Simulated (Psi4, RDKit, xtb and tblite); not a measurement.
Internal rotation in C3H8O2Si, SMILES C([SiH2]C(C)=O)O, singlet. Scanned: dihedral O3–C2–Si4–C5 and dihedral C2–Si4–C5–O6; all other coordinates were relaxed at GFN2-xTB. Points at φ and −φ are mirror images. Heavy atoms are numbered in the order of the SMILES CC(=O)[SiH2]CO, hydrogens after them in the order of the atoms that carry them; the mirror image has the same energies with the sign of each dihedral reversed.

- GFN2-xTB (xtb and tblite)
- MMFF94 // GFN2-xTB (RDKit)
- PBE/def2-SVP // GFN2-xTB (Psi4)
- PBE-D3(BJ)/def2-SVP // GFN2-xTB (Psi4)
- UFF // GFN2-xTB (RDKit)

Energies in kcal/mol at chosen points (x: dihedral O3–C2–Si4–C5 (°); y: dihedral C2–Si4–C5–O6 (°)), relative to x = -60, y = 180:

| method | (120, 120) | (60, 30) | (-90, -30) | (180, -30) | (0, 120) | (-60, -30) | (-60, 180) |
|---|---|---|---|---|---|---|---|
| GFN2-xTB | 1.3 | 1.1 | 0.0 | 0.6 | 0.7 | 1.1 | 0.0 |
| MMFF94 | 2.8 | 3.2 | 1.7 | 1.2 | 2.1 | 3.2 | 0.0 |
| PBE/def2-SVP | 2.9 | 0.5 | -0.7 | -0.8 | 0.8 | 0.5 | 0.0 |
| PBE-D3(BJ)/def2-SVP | 2.8 | 0.3 | -1.0 | -1.0 | 0.8 | 0.3 | 0.0 |
| UFF | 3.2 | 1.5 | 2.7 | 2.2 | 3.4 | 1.5 | 0.0 |

MMFF94 has few fitted parameters for silicon.
